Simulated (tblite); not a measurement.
A geometry optimisation, step by step.

Compound: C3H13BO2Si3.
SMILES with atom numbers: `[CH3:1][O:2][B:3]1[O:4][CH2:5][SiH2:6][C:7]1([SiH3:8])[SiH3:9]` (hydrogens: H10, H11, H12 on C1; H13, H14 on C5; H15, H16 on Si6; H17, H18, H19 on Si8; H20, H21, H22 on Si9)

Computed with GFN2-xTB (tblite), gas phase: L-BFGS steps from a force-field or distance-geometry start until the largest atomic force falls under 0.01 eV/Å. 7 of its 130 geometries are shown.

Step 0: E = -751.4913 eV, largest atomic force 3.125 eV/Å
```
atom  x, y, z in Å  |  force x, y, z in eV/Å
C1      2.603    1.558   -0.038    0.457  -0.267   0.648
O2      1.497    1.187   -0.837   -1.029  -2.383   1.740
B3      0.775    0.074   -0.191   -0.040   2.917   1.050
O4      1.222   -0.452    1.088    0.858   0.721  -1.825
C5      0.863   -1.812    1.133   -0.447  -0.576  -0.243
Si6    -0.968   -1.674    0.692   -0.943  -0.355   0.173
C7     -0.818   -0.086   -0.316    1.682  -1.283  -0.255
Si8    -1.386   -0.300   -2.054   -0.921   0.172  -1.509
Si9    -1.576    1.356    0.560   -0.153   0.994   0.463
H10     2.358    2.409    0.637    0.015  -0.333  -0.598
H11     3.492    1.793   -0.643   -0.432  -0.009   0.005
H12     2.807    0.684    0.620    0.451   0.746  -0.236
H13     1.431   -2.325    0.337   -0.033  -0.288   0.575
H14     1.030   -2.253    2.116    0.436   0.247  -0.126
H15    -1.424   -2.776   -0.133   -0.100  -0.374  -0.044
H16    -1.797   -1.435    1.881    0.078  -0.223   0.012
H17    -0.281   -0.575   -2.981   -0.094  -0.044   0.038
H18    -2.417   -1.375   -2.179    0.332   0.199   0.037
H19    -2.090    0.943   -2.449    0.167  -0.194  -0.131
H20    -2.932    1.536    0.041   -0.043   0.087   0.025
H21    -1.680    1.011    1.984    0.018   0.252   0.075
H22    -0.719    2.530    0.330   -0.260  -0.005   0.127
```

Step 22: E = -752.8275 eV, largest atomic force 0.197 eV/Å
```
atom  x, y, z in Å  |  force x, y, z in eV/Å
C1      2.658    1.662   -0.024   -0.058   0.010   0.033
O2      1.339    1.309   -0.381   -0.025  -0.131  -0.143
B3      0.767    0.140   -0.007   -0.031  -0.074  -0.037
O4      1.473   -0.778    0.709    0.074  -0.007  -0.104
C5      0.809   -1.971    1.105   -0.074   0.069   0.048
Si6    -1.046   -1.751    0.679   -0.128   0.023  -0.071
C7     -0.792   -0.112   -0.279   -0.108   0.011   0.164
Si8    -1.334   -0.229   -2.108    0.012   0.024   0.026
Si9    -1.627    1.398    0.566   -0.058   0.057   0.041
H10     2.596    2.587    0.551    0.102   0.051   0.103
H11     3.258    1.847   -0.919   -0.106  -0.076  -0.059
H12     3.117    0.873    0.571    0.054   0.049   0.017
H13     1.275   -2.817    0.588    0.018   0.104   0.045
H14     0.981   -2.097    2.176    0.095  -0.038   0.030
H15    -1.464   -2.934   -0.082   -0.050   0.037  -0.070
H16    -1.863   -1.671    1.905    0.085   0.040  -0.078
H17    -0.248   -0.558   -3.034    0.108  -0.044   0.050
H18    -2.349   -1.292   -2.231    0.032   0.019   0.029
H19    -1.957    0.998   -2.618    0.045   0.060   0.065
H20    -3.012    1.557    0.090    0.070  -0.077   0.031
H21    -1.673    1.199    2.030    0.025   0.018  -0.109
H22    -0.919    2.660    0.308   -0.078  -0.125  -0.010
```

Step 43: E = -752.9149 eV, largest atomic force 0.125 eV/Å
```
atom  x, y, z in Å  |  force x, y, z in eV/Å
C1      2.630    1.635   -0.133   -0.017   0.008   0.008
O2      1.287    1.284   -0.387    0.029  -0.016   0.030
B3      0.738    0.123    0.032   -0.057   0.050  -0.016
O4      1.487   -0.848    0.618   -0.063   0.036   0.078
C5      0.796   -1.990    1.107   -0.001  -0.054   0.032
Si6    -1.073   -1.768    0.707   -0.011   0.021  -0.059
C7     -0.830   -0.098   -0.162   -0.030   0.065  -0.068
Si8    -1.175   -0.152   -2.042    0.009   0.023  -0.009
Si9    -1.748    1.376    0.627   -0.009  -0.026  -0.006
H10     2.619    2.565    0.441    0.108   0.023  -0.059
H11     3.143    1.788   -1.087   -0.021   0.028   0.056
H12     3.145    0.861    0.440   -0.028   0.001  -0.046
H13     1.256   -2.868    0.648   -0.025  -0.061  -0.065
H14     0.992   -2.057    2.180    0.016   0.023   0.045
H15    -1.567   -2.829   -0.173    0.029  -0.096  -0.005
H16    -1.856   -1.756    1.949    0.022   0.031   0.024
H17     0.003   -0.603   -2.795   -0.016  -0.040   0.013
H18    -2.271   -1.094   -2.321    0.019   0.021   0.039
H19    -1.564    1.158   -2.575    0.029   0.016   0.030
H20    -3.168    1.317    0.248    0.031  -0.009   0.024
H21    -1.669    1.324    2.098    0.024  -0.016  -0.056
H22    -1.185    2.653    0.180   -0.038  -0.029   0.008
```

Step 64: E = -752.9550 eV, largest atomic force 0.054 eV/Å
```
atom  x, y, z in Å  |  force x, y, z in eV/Å
C1      2.635    1.611   -0.214    0.001   0.004   0.018
O2      1.258    1.323   -0.314   -0.013   0.025  -0.016
B3      0.702    0.171    0.123    0.029  -0.015  -0.005
O4      1.443   -0.792    0.733    0.029  -0.008   0.003
C5      0.774   -1.986    1.122   -0.010   0.011   0.009
Si6    -1.090   -1.769    0.699   -0.007  -0.028   0.004
C7     -0.850   -0.080   -0.135    0.031  -0.004  -0.018
Si8    -1.058   -0.089   -2.028   -0.007  -0.002  -0.045
Si9    -1.850    1.329    0.653   -0.027   0.046  -0.009
H10     2.757    2.550    0.329   -0.011   0.024   0.006
H11     3.038    1.725   -1.224    0.013  -0.008   0.012
H12     3.167    0.816    0.309    0.010  -0.021  -0.010
H13     1.250   -2.815    0.589   -0.016   0.019   0.010
H14     0.965   -2.134    2.188    0.012  -0.002   0.002
H15    -1.535   -2.880   -0.149   -0.006   0.000  -0.034
H16    -1.885   -1.732    1.933    0.008  -0.007   0.010
H17     0.084   -0.739   -2.689   -0.024  -0.021   0.013
H18    -2.263   -0.854   -2.380   -0.020   0.019   0.017
H19    -1.173    1.270   -2.563    0.008  -0.013   0.007
H20    -3.285    1.105    0.422    0.020  -0.025   0.013
H21    -1.606    1.360    2.102   -0.024   0.008   0.009
H22    -1.487    2.631    0.092    0.004  -0.003   0.003
```

Step 86: E = -752.9710 eV, largest atomic force 0.063 eV/Å
```
atom  x, y, z in Å  |  force x, y, z in eV/Å
C1      2.674    1.621   -0.191   -0.028  -0.003   0.013
O2      1.296    1.338   -0.316   -0.023  -0.001  -0.001
B3      0.726    0.191    0.122    0.031   0.027  -0.048
O4      1.461   -0.770    0.741    0.029  -0.017   0.014
C5      0.793   -1.966    1.124   -0.009  -0.018   0.014
Si6    -1.066   -1.769    0.673    0.036   0.020   0.001
C7     -0.825   -0.066   -0.136   -0.032   0.015  -0.005
Si8    -1.099   -0.094   -2.019   -0.029   0.003  -0.043
Si9    -1.874    1.315    0.641    0.005  -0.024   0.024
H10     2.787    2.558    0.363   -0.003  -0.029  -0.023
H11     3.097    1.741   -1.193   -0.024   0.002   0.041
H12     3.197    0.820    0.333   -0.013   0.007  -0.003
H13     1.282   -2.792    0.600   -0.007  -0.010   0.006
H14     0.969   -2.111    2.193    0.014   0.000   0.004
H15    -1.484   -2.848   -0.232    0.004  -0.001   0.029
H16    -1.875   -1.778    1.900    0.007  -0.006  -0.027
H17    -0.129   -0.980   -2.676    0.007  -0.020  -0.007
H18    -2.444   -0.630   -2.286    0.035   0.041   0.002
H19    -0.976    1.240   -2.613   -0.002  -0.021   0.016
H20    -3.290    0.986    0.428   -0.022   0.013   0.006
H21    -1.638    1.392    2.091    0.006   0.001  -0.002
H22    -1.592    2.623    0.052    0.016   0.021  -0.011
```

Step 108: E = -752.9770 eV, largest atomic force 0.031 eV/Å
```
atom  x, y, z in Å  |  force x, y, z in eV/Å
C1      2.650    1.630   -0.163   -0.006   0.005  -0.005
O2      1.278    1.345   -0.328   -0.004  -0.014   0.003
B3      0.721    0.185    0.090    0.000  -0.008   0.002
O4      1.471   -0.768    0.708    0.001  -0.003   0.018
C5      0.813   -1.958    1.125   -0.012   0.000  -0.004
Si6    -1.046   -1.780    0.667    0.001  -0.008  -0.006
C7     -0.830   -0.081   -0.157    0.016   0.002  -0.001
Si8    -1.127   -0.101   -2.037    0.029  -0.012  -0.001
Si9    -1.857    1.310    0.636    0.003  -0.003   0.010
H10     2.747    2.561    0.401   -0.004   0.009  -0.002
H11     3.101    1.758   -1.150    0.003   0.008  -0.002
H12     3.158    0.825    0.368    0.003   0.009  -0.002
H13     1.305   -2.796    0.623   -0.002   0.007   0.007
H14     0.994   -2.072    2.198   -0.004   0.003  -0.014
H15    -1.438   -2.883   -0.218   -0.015   0.000  -0.004
H16    -1.865   -1.787    1.886   -0.002  -0.004   0.006
H17    -0.258   -1.093   -2.688   -0.012  -0.003   0.003
H18    -2.523   -0.482   -2.291   -0.001   0.004  -0.002
H19    -0.862    1.206   -2.641   -0.006   0.004   0.001
H20    -3.282    1.006    0.443    0.002   0.007   0.000
H21    -1.604    1.382    2.083    0.008   0.000  -0.010
H22    -1.556    2.613    0.041   -0.001  -0.003   0.006
```

Step 129: E = -752.9787 eV, largest atomic force 0.008 eV/Å
```
atom  x, y, z in Å  |  force x, y, z in eV/Å
C1      2.634    1.654   -0.160    0.000   0.002  -0.001
O2      1.272    1.333   -0.335    0.000  -0.001  -0.001
B3      0.725    0.171    0.087    0.000  -0.002   0.000
O4      1.470   -0.775    0.721   -0.001  -0.002  -0.004
C5      0.807   -1.965    1.131    0.000   0.000   0.000
Si6    -1.050   -1.790    0.662   -0.002   0.001   0.000
C7     -0.826   -0.095   -0.166   -0.001  -0.001  -0.002
Si8    -1.127   -0.109   -2.045   -0.001   0.006   0.000
Si9    -1.831    1.306    0.636    0.006   0.000   0.005
H10     2.701    2.587    0.403    0.002   0.001   0.002
H11     3.088    1.795   -1.144    0.001   0.000  -0.002
H12     3.161    0.863    0.375   -0.002   0.002   0.000
H13     1.303   -2.804    0.635    0.002   0.004  -0.002
H14     0.979   -2.078    2.205   -0.001  -0.002   0.002
H15    -1.448   -2.890   -0.224    0.001  -0.002   0.001
H16    -1.869   -1.795    1.881   -0.003  -0.001  -0.004
H17    -0.311   -1.144   -2.696    0.004  -0.004   0.003
H18    -2.540   -0.423   -2.295   -0.002  -0.002   0.001
H19    -0.807    1.183   -2.654    0.000   0.000   0.000
H20    -3.262    1.023    0.457    0.000   0.000  -0.001
H21    -1.559    1.367    2.080   -0.001   0.005   0.002
H22    -1.521    2.608    0.045   -0.001  -0.002   0.001
```

Task: Summarise the path.

Result: The energy falls by 1.4874 eV from step 0 to step 129; nine tenths of that is first reached at step 23. It falls at every step. The largest force goes from 3.125 to 0.008 eV/Å. Among the bonds O2–B3 changes most, from 1.476 to 1.352 Å; the atoms move by 0.558 Å rms after alignment.

Task: Follow the three bonds and two angles with the largest change from start to end.

Result: 
```tsv
step	E above end (eV)	largest force (eV/Å)	O2–B3 (Å)	B3–O4 (Å)	C7–Si8 (Å)	C1–O2–B3 (°)	B3–O4–C5 (°)
0	1.4874	3.125	1.476	1.453	1.840	109.5	107.4
6	0.5260	0.654	1.365	1.376	1.892	113.8	112.6
11	0.3226	0.465	1.349	1.359	1.911	120.7	116.4
17	0.1957	0.223	1.357	1.362	1.923	121.1	117.5
22	0.1513	0.197	1.354	1.362	1.912	122.7	118.1
28	0.1164	0.124	1.352	1.360	1.907	123.8	117.4
34	0.0988	0.124	1.354	1.360	1.904	123.5	117.6
39	0.0809	0.157	1.352	1.362	1.908	123.3	117.9
45	0.0588	0.165	1.350	1.361	1.910	123.6	117.2
50	0.0454	0.123	1.353	1.357	1.910	123.4	117.6
56	0.0328	0.100	1.351	1.361	1.903	123.3	117.2
62	0.0249	0.062	1.352	1.360	1.906	123.3	117.4
67	0.0223	0.041	1.352	1.358	1.906	123.6	117.3
73	0.0190	0.075	1.351	1.361	1.905	122.9	117.4
79	0.0133	0.090	1.351	1.362	1.909	123.7	117.3
84	0.0099	0.086	1.353	1.359	1.904	123.5	117.5
90	0.0063	0.043	1.352	1.361	1.904	123.3	117.6
95	0.0049	0.035	1.352	1.361	1.903	123.1	117.6
101	0.0028	0.032	1.353	1.360	1.905	122.7	117.6
107	0.0018	0.036	1.353	1.361	1.903	122.5	117.6
112	0.0013	0.029	1.352	1.360	1.903	122.7	117.6
118	0.0005	0.017	1.352	1.360	1.903	122.9	117.4
123	0.0002	0.017	1.352	1.360	1.903	123.0	117.5
129	0.0000	0.008	1.352	1.360	1.903	123.2	117.4
```

The cost below is that of the whole relaxation. On Intel Xeon Platinum 8259CL at 2.50 GHz, one thread, no GPU, shared host, this took 2.7 s wall.
